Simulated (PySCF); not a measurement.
C₄H₇FN₂Si.
Bonds: C1–Si2, Si2–N3, N3–C4 (aromatic), C4–C5 (aromatic), C5–N6 (aromatic), N6–C7 (aromatic), C7–F8, N3–C7 (aromatic). Hydrogens: H9, H10, H11 on C1; H12, H13 on Si2; H14 on C4; H15 on C5.

Structure optimised with GFN2-xTB, isolated species.

(1) What internal coordinates does the optimisation give?

Results:

(1) 
| bond | length (Å) |
| --- | --- |
| C1–Si2 | 1.892 |
| Si2–N3 | 1.767 |
| N3–C4 | 1.378 |
| C4–C5 | 1.357 |
| C5–N6 | 1.370 |
| N6–C7 | 1.290 |
| C7–F8 | 1.327 |
| N3–C7 | 1.353 |
| C1–H9, C1–H10, C1–H11 | 1.087 |
| Si2–H12, Si2–H13 | 1.462 |
| C4–H14 | 1.069 |
| C5–H15 | 1.071 |

Bonds in one row agree within 0.01 Å and their mean is given. A selection of angles:
| angle | degrees |
| --- | --- |
| Si2–C1–H9 | 110.9 |
| H9–C1–H10 | 107.7 |
| C1–Si2–N3 | 107.6 |
| C1–Si2–H12 | 113.6 |
| N3–Si2–H12 | 103.0 |
| N3–Si2–H13 | 105.7 |
| H12–Si2–H13 | 112.6 |
| Si2–N3–C4 | 130.3 |
| Si2–N3–C7 | 126.3 |
| C4–N3–C7 | 103.4 |
| N3–C4–C5 | 107.3 |
| N3–C4–H14 | 121.0 |
| C5–C4–H14 | 131.7 |
| C4–C5–N6 | 110.0 |
| C4–C5–H15 | 129.8 |
| N6–C5–H15 | 120.2 |
| C5–N6–C7 | 103.9 |
| N6–C7–F8 | 125.4 |
| N3–C7–N6 | 115.5 |
| N3–C7–F8 | 119.2 |

Torsions: C1–Si2–N3–C4 -119° (anticlinal). The mirror-image conformer, all signs reversed, is as good.

Of the pairs four or more bonds apart, F8···H11 is among the closest relative to their van der Waals radii: 2.79 Å, 104 % of the sum of Bondi's values. N6 (pyridine-type nitrogen) is bent (angle 103.9°). The 5-membered ring N3–C4–C5–N6–C7 has internal angles of 103.4° to 115.5° (sum 540°, against 540° for a flat polygon); it is planar, 0.00 Å rms from its mean plane, widest ring torsion 0°. N3 (pyrrole-type nitrogen) is planar (angles 130.3°, 126.3° and 103.4°, sum 360.0°, 0.00 Å off the plane of its three neighbours). The 4 C–N bonds span 1.290 Å (N6–C7, aromatic) to 1.378 Å (N3–C4, aromatic), a spread of 0.088 Å. Si2 (SiH2 silicon) is distorted tetrahedral (angles from 103.0° to 113.6°).

Point group: C1 (no symmetry element, even within 0.4 Å). Not checked by GFN2-xTB frequencies. One conformer, not necessarily the lowest.

The numbers are calculated, not measured.
